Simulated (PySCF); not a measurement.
# Reading the logs of faulty runs: AlBFH4O anion

Calculated results; nothing here was measured. They come from PySCF 2.14.0, an open-source quantum chemistry program, on an isolated molecule that a program drew, which may never have been made. The molecule is AlBFH4O anion (charge -1, singlet), drawn as the SMILES string `O[BH2-][AlH][F]`.

Each row is a Hartree-Fock (HF) and frozen-core CCSD(T) single point in the aug-cc-pV(D+d)Z basis, meant for a local HF minimum. Run 1 is clean. Each other run has one planted mistake out of seven kinds, and not every kind appears here: one electron removed, one electron added, multiplicity raised by two, geometry at a saddle point, minimal basis STO-3G, one bond length entered in bohr, all coordinates scaled. The reference is restricted for singlets and unrestricted otherwise, and also for a bond in bohr. Adding or removing an electron swaps singlet and doublet. Electrons count all cores. HOMO and LUMO are orbital energies over both spins, the gradient is its largest component, and the lowest frequency (negative if imaginary) is given only where the gradient is small. Bond lengths are over the 7 bonds as drawn. T1 is the CCSD diagnostic: over 0.02 (restricted) or 0.045 (unrestricted) a single reference is doubtful.

Geometry of the clean run:
```xyz
8
AlBFH4O anion, angstrom
O    -1.0878   -2.0398   -0.8939
B    -0.1740   -0.8717   -0.8087
Al   -1.0334    1.1449   -0.4914
F    -2.6141    1.6632   -0.1447
H    -1.5765   -2.1290   -0.0968
H     0.4309   -0.7239   -1.8803
H     0.6783   -0.9609    0.1029
H    -0.1666    2.5405   -0.5356
```

| run | electrons | basis functions | <S^2> | HOMO (eV) | LUMO (eV) | gradient (hartree/bohr) | lowest frequency (cm^-1) | mean bond (Å) | longest bond (Å) | T1 | HF (hartree) | CCSD(T) (hartree) | mistake |
|---|---|---|---|---|---|---|---|---|---|---|---|---|---|
| 1 | 40 | 137 | 0.000 | -3.06 | 3.23 | 3.5e-05 | 67 | 1.4961 | 2.215 | 0.0154 | -443.35938 | -444.01257 | no fault |
| 2 | 39 | 137 | 0.765 | -11.01 | -1.03 | 8.7e-02 | - | 1.4961 | 2.215 | 0.0232 | -443.28742 | -443.91404 | one electron removed |
| 3 | 40 | 28 | 0.000 | 1.12 | 15.36 | 6.9e-02 | - | 1.4961 | 2.215 | 0.0122 | -437.49032 | -437.64744 | minimal basis STO-3G |
| 4 | 40 | 137 | 0.000 | -3.20 | 3.24 | 1.7e-02 | - | 1.5245 | 2.257 | 0.0157 | -443.35727 | -444.01299 | all coordinates scaled |
| 5 | 40 | 137 | 2.009 | -0.11 | 3.27 | 8.1e-02 | - | 1.4961 | 2.215 | 0.0224 | -443.27940 | -443.91817 | ? |

**Which mistake was planted in run 5, and what did it cost?**

Electrons, basis and geometry are unchanged, and <S^2> is 2.009, beside S(S+1) = 2.00 for a multiplicity of 3. So the mistake is: multiplicity raised by two. Subtracting run 1 and multiplying by 627.51 kcal/mol a hartree, the energy moved by 50.2 kcal/mol in HF and 59.2 kcal/mol in CCSD(T).

Cautions from the logs. Run 3: the HOMO is above zero, so the electron isn't bound and the energy depends on the basis.
